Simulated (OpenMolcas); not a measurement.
# Dy2+ in SrF2

Dy2+ with its 8 nearest fluoride ions at 2.503 Å, on the Sr site of SrF2 (a = 5.796 Å, distance in the model lattice 2.510 Å). The rest of the host is ab initio model potentials to 7.6 Å and point charges beyond; the distance is set by hand and nothing relaxes. Ligand basis ANO-RCC-VDZP.
```
Dy    0.0000    0.0000    0.0000
F     1.4451    1.4451    1.4451
F     1.4451    1.4451   -1.4451
F     1.4451   -1.4451    1.4451
F     1.4451   -1.4451   -1.4451
F    -1.4451    1.4451    1.4451
F    -1.4451    1.4451   -1.4451
F    -1.4451   -1.4451    1.4451
F    -1.4451   -1.4451   -1.4451
```

| Property | Result |
| --- | --- |
| Program | OpenMolcas |
| Method | CASSCF |
| Basis | ANO-RCC-VDZP [7s6p4d2f1g] |
| Scalar Hamiltonian | DKH2, point nucleus |
| Active space | 10 electrons in 7 orbitals (4f) |
| State averaging | 2S+1 = 5 even, 35 roots (32 in the spin-orbit step); 2S+1 = 3 even, 106 roots kept (CI in the orbitals of an earlier block); 2S+1 = 1 even, 31 roots kept (CI in the orbitals of an earlier block) |
| Spin-orbit coupling | RASSI with atomic mean-field integrals over the reference wave functions |

The lowest spin-free states (labels of O, the rotations of Oh), above the lowest:

```csv
State,Degeneracy,E (cm-1)
5A2,1,0.0
5T2,3,99.4
5A1,1,111.5
5T1,3,149.8
5E,2,431.9
5T2,3,502.8
5A2,1,16384
5A1,1,16624
5T1,3,16660
5T2,3,16670
3T1,3,19631
3E,2,19636
3T2,3,19638
3T1,3,19699
3A2,1,19700
3T2,3,19701
3T1,3,25007
3E,2,25019
3T2,3,25069
3T1,3,25212
```

The lowest levels with spin-orbit coupling:

```
E (cm-1)  Degeneracy  Label  2S+1
     0.0           2      E     5
     0.6           3     T1     5
    31.1           3     T2     5
   221.7           2      E     5
   233.3           3     T1     5
   246.4           1     A1     5
   275.0           3     T2     5
    4317           3     T1     5
    4334           2      E     5
    4342           3     T2     5
    4380           1     A2     5
    4399           3     T2     5
    4411           3     T1     5
    7460           3     T2     5
    7463           1     A1     5
    7474           3     T1     5
    7508           2      E     5
    7532           3     T2     5
    7560           1     A2     5
    9826           3     T1     5
```

Powder χT (cm3 K/mol): 8.93 at 2 K, 10.5 at 10 K, 12.5 at 50 K, 13.1 at 100 K, 13.6 at 200 K, 13.8 at 300 K. The effective moment at 300 K is 2.828 √(χT) = 10.50 μB.

Hund's rules give f10 the level 5I8 with g = 1.250, so an isolated free-ion multiplet has χT = g² J(J+1) / 8 = 14.062 cm3 K/mol. The computed 13.773 at 300 K differs by -2 %, through the field's splitting, the mixing of terms and any other multiplet in reach.

Stevens parameters of the J = 8 multiplet, which is 275 cm-1 wide (cm-1, z along the main axis): B40 = 3.626e-03, B44 = 1.813e-02, B60 = -2.499e-05, B64 = 5.253e-04.

Metal share of the active 4f orbitals (Löwdin): 100, 100, 100, 100, 100, 100, 100 %; Mulliken charge of the metal 1.73.

High states are left out of the spin-orbit mixing, which shifts the levels that they would mix with. Without dynamic correlation the ligand-field splitting of an f shell can come out too small, at times by half. The first state left out of the spin-orbit step lies near 42000 cm-1 above the lowest spin-free state of the reference (among the parities and spins computed), and the lists stop at four fifths of that energy or lower. No measured value stands beside these numbers; the geometry was set by hand and not optimised.
